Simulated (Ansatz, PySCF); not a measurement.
Reaction (SMILES): OB(O)O[SiH3] → O[B]O + [O][SiH3] (the B-O bond at the site shown breaks; other sites are not compared here)
Geometries: B3LYP-D3(BJ)/def2-TZVP minima from Ansatz (an electronic-structure program), one conformer each, not searched for the lowest. Frequencies are from Ansatz or PySCF.

Wanted: bond dissociation energy (enthalpy at 298 K, with B3LYP-D3(BJ) rigid-rotor harmonic-oscillator terms), in kJ/mol. Cores are frozen in the correlated levels unless marked. Open shells are spin-unrestricted. Spin-orbit coupling is left out. Non-relativistic. CBS marks a two-point X^-3 extrapolation of the correlation energy; Hartree-Fock from the larger set. The bracket is a focal-point correction in the basis named.

Level to compare with: RI-MP2/CBS(aug-cc-pV(T+d)Z,aug-cc-pV(Q+d)Z)+[CCSD(T)-MP2]/aug-cc-pV(T+d)Z (Ansatz), 636.5 kJ/mol. It is a level with limits of its own, and the differences hold the functionals' basis error too.

### Question
Rank these functionals by how close they come to RI-MP2/CBS(aug-cc-pV(T+d)Z,aug-cc-pV(Q+d)Z)+[CCSD(T)-MP2]/aug-cc-pV(T+d)Z, closest first: wB97X/def2-TZVPD (Ansatz); SVWN5/def2-TZVPD (Ansatz); r2SCANh/def2-TZVPD (Ansatz).

### Answer
wB97X/def2-TZVPD (range-separated hybrid, 619.3 kJ/mol, difference -17.2), SVWN5/def2-TZVPD (LDA, 662.6 kJ/mol, difference 26.1), r2SCANh/def2-TZVPD (hybrid meta-GGA, 590.4 kJ/mol, difference -46.1)
